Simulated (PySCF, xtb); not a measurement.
(3S)-1,3-dimethylcyclobutene (C6H10), SMILES C1(=C[C@H](C1)C)C.

Harmonic wavenumbers (cm⁻¹) from GFN2-xTB (xtb 6.7.1) at its own minimum, in rising order: 102, 125, 205, 271, 354, 368, 461, 662, 786, 852, 913, 944, 973, 983, 1014, 1051, 1074, 1088, 1151, 1183, 1204, 1223, 1291, 1326, 1394, 1405, 1459, 1472, 1478, 1497, 1501, 1727, 2936, 2985, 2995, 2999, 3010, 3022, 3028, 3034, 3040, 3118.

### Question
What does PBE0-D3(BJ)/def2-SVP run with PySCF 2.14.0 give at its own minimum? (An estimate is asked for; the answer gives what the named calculation found.)

### Answer
125, 165, 242, 289, 370, 380, 461, 647, 795, 837, 908, 921, 949, 996, 999, 1048, 1084, 1102, 1172, 1206, 1227, 1238, 1322, 1354, 1390, 1396, 1444, 1445, 1451, 1464, 1468, 1747, 3041, 3044, 3050, 3054, 3111, 3118, 3140, 3140, 3158, 3200. Paired by order, the mean absolute difference is 35 cm⁻¹ and the zero-point energies are 88.2 and 89.6 kcal/mol.
